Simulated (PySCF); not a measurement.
1-fluorocyclopentene (C5H7F), SMILES FC1=CCCC1.

Coordinates come from a ωB97X-D3(BJ)/def2-SVP optimisation. Other conformers were not sampled.

All values below come from ωB97X-D3(BJ)/def2-SVP (PySCF).

Frequencies are harmonic and unscaled.

Computed vibrational spectrum:
| mode | ν (cm⁻¹) | IR (km/mol) | Raman (Å⁴/amu) | depolarisation | moving atoms (share of kinetic energy) |
|---|---|---|---|---|---|
| 1 | 154 | 0.5 | 0.4 | 0.72 | H 55 %, C 39 % |
| 2 | 262 | 0.1 | 0.3 | 0.73 | C 50 %, H 31 %, F 19 % |
| 3 | 406 | 3.5 | 0.9 | 0.73 | C 44 %, F 42 %, H 14 % |
| 4 | 475 | 2.7 | 4.0 | 0.75 | C 55 %, H 41 % |
| 5 | 587 | 7.4 | 1.9 | 0.60 | C 49 %, F 34 %, H 17 % |
| 6 | 657 | 5.0 | 3.7 | 0.46 | C 51 %, H 35 %, F 14 % |
| 7 | 822 | 8.9 | 1.1 | 0.70 | H 50 %, C 49 % |
| 8 | 845 | 21.6 | 3.2 | 0.69 | H 79 %, C 20 % |
| 9 | 913 | 8.4 | 5.0 | 0.29 | H 57 %, C 41 % |
| 10 | 920 | 2.1 | 12.6 | 0.10 | C 69 %, H 29 % |
| 11 | 940 | 8.4 | 1.2 | 0.21 | C 57 %, H 39 % |
| 12 | 980 | 8.8 | 7.2 | 0.68 | H 59 %, C 41 % |
| 13 | 1056 | 2.0 | 6.9 | 0.75 | H 61 %, C 38 % |
| 14 | 1068 | 1.7 | 1.8 | 0.61 | H 55 %, C 45 % |
| 15 | 1151 | 5.5 | 1.8 | 0.69 | H 83 %, C 17 % |
| 16 | 1210 | 20.7 | 5.6 | 0.59 | H 47 %, C 45 %, F 8 % |
| 17 | 1228 | 1.3 | 10.6 | 0.75 | H 80 %, C 20 % |
| 18 | 1265 | 5.2 | 3.2 | 0.56 | H 68 %, C 32 % |
| 19 | 1278 | 30.1 | 3.9 | 0.71 | H 61 %, C 32 % |
| 20 | 1345 | 6.4 | 2.2 | 0.45 | H 59 %, C 41 % |
| 21 | 1355 | 3.3 | 1.0 | 0.35 | H 54 %, C 45 % |
| 22 | 1409 | 86.3 | 0.8 | 0.17 | C 69 %, H 27 % |
| 23 | 1465 | 2.0 | 24.5 | 0.67 | H 91 %, C 9 % |
| 24 | 1479 | 5.7 | 13.1 | 0.75 | H 87 %, C 13 % |
| 25 | 1497 | 5.2 | 17.1 | 0.52 | H 88 %, C 12 % |
| 26 | 1800 | 95.8 | 25.4 | 0.15 | C 94 % |
| 27 | 3060 | 37.4 | 141.5 | 0.16 | H 94 % |
| 28 | 3070 | 28.8 | 122.6 | 0.17 | H 94 % |
| 29 | 3097 | 18.1 | 99.6 | 0.17 | H 94 % |
| 30 | 3121 | 22.7 | 115.3 | 0.44 | H 91 %, C 9 % |
| 31 | 3133 | 11.9 | 105.4 | 0.46 | H 91 %, C 9 % |
| 32 | 3160 | 24.4 | 76.9 | 0.71 | H 90 %, C 10 % |
| 33 | 3253 | 2.8 | 106.9 | 0.28 | H 91 %, C 9 % |
